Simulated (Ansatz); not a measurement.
```yaml
crystal:
  periodic: [false, false, false]
  atoms:
    - {symbol: F, position_ang: [0.684704, -0.728197, 2.417923]}
    - {symbol: Al, position_ang: [0.936927, -0.624987, 0.789761]}
    - {symbol: F, position_ang: [2.292998, -1.258252, 0.093209]}
    - {symbol: N, position_ang: [0.638467, 1.175940, 0.173176]}
    - {symbol: Al, position_ang: [-0.937061, 0.625011, -0.789599]}
    - {symbol: F, position_ang: [-2.292438, 1.257714, -0.091160]}
    - {symbol: F, position_ang: [-0.686588, 0.729263, -2.417951]}
    - {symbol: N, position_ang: [-0.638081, -1.176097, -0.173766]}
    - {symbol: H, position_ang: [0.467751, 1.851813, 0.910656]}
    - {symbol: H, position_ang: [1.379786, 1.551212, -0.409421]}
    - {symbol: H, position_ang: [-1.379425, -1.551746, 0.408571]}
    - {symbol: H, position_ang: [-0.467040, -1.851684, -0.911419]}
basis:
  gaussian: {orbitals: STO-3G}
total_charge: -1
magnetization: {spin_polarized: true, initial_magnetization: 1}
hamiltonian: {xc: {name: BLYP}}
output: {forces: true}
```

```sh
$ ansatz run in.yaml --threads 4 --pin off --events-out ev --progress --plain --max-ram 11315MiB
```

Output, abridged:

```
Functional definition: BLYP
675 factors; integrals over basis functions are off by at most 8.5e-5 eV
mean field evaluation 1: about -26739.6083 eV, gradient 2.3e1 eV
mean field evaluation 2: about -26738.1602 eV, gradient 2.8e1 eV
mean field evaluation 4: about -26743.0603 eV, gradient 1.6e0 eV
mean field evaluation 8: about -26743.0364 eV, gradient 4.0e-2 eV
mean field evaluation 16: about -26743.0364 eV, gradient 1.1e-5 eV
mean field -26743.03641616 eV, -982.7884612129 hartree, gradient 1.1e-5 eV, S^2 0.750234; 0 other end points of the search recorded, 0 dependent functions left out
reference -26743.03666471 eV, -982.7884703468 hartree; 41, 40 occupied and 11, 12 virtual orbitals, 675 factors
Total energy: -26743.03666471 eV, -982.7884703468 hartree
Atom 0 at     0.684704    -0.728197     2.417923 Å, force    -0.108660    -0.229775     1.958722 eV/Å
Atom 1 at     0.936927    -0.624987     0.789761 Å, force    -0.067115     0.044022    -0.055844 eV/Å
Atom 2 at     2.292998    -1.258252     0.093209 Å, force     1.683223    -0.820292    -0.631289 eV/Å
Atom 3 at     0.638467     1.175940     0.173176 Å, force    -1.334226    -2.456961    -0.361975 eV/Å
Atom 4 at    -0.937061     0.625011    -0.789599 Å, force     0.066447    -0.044317     0.056543 eV/Å
Atom 5 at    -2.292438     1.257714    -0.091160 Å, force    -1.681995     0.819712     0.632838 eV/Å
Atom 6 at    -0.686588     0.729263    -2.417951 Å, force     0.107221     0.230989    -1.959614 eV/Å
Atom 7 at    -0.638081    -1.176097    -0.173766 Å, force     1.333400     2.457496     0.363334 eV/Å
Atom 8 at     0.467751     1.851813     0.910656 Å, force    -0.524766     2.931748     2.943004 eV/Å
Atom 9 at     1.379786     1.551212    -0.409421 Å, force     3.065888     1.748463    -2.253978 eV/Å
Atom 10 at    -1.379425    -1.551746     0.408571 Å, force    -3.065822    -1.750189     2.252560 eV/Å
Atom 11 at    -0.467040    -1.851684    -0.911419 Å, force     0.526404    -2.930897    -2.944301 eV/Å
Dipole moment:     0.000224    -0.000058    -0.000317 e Å
```

It took 1.7 s on 4 threads of an Arm Neoverse V1 on a shared host, with 0.73 GiB of host memory at the peak.
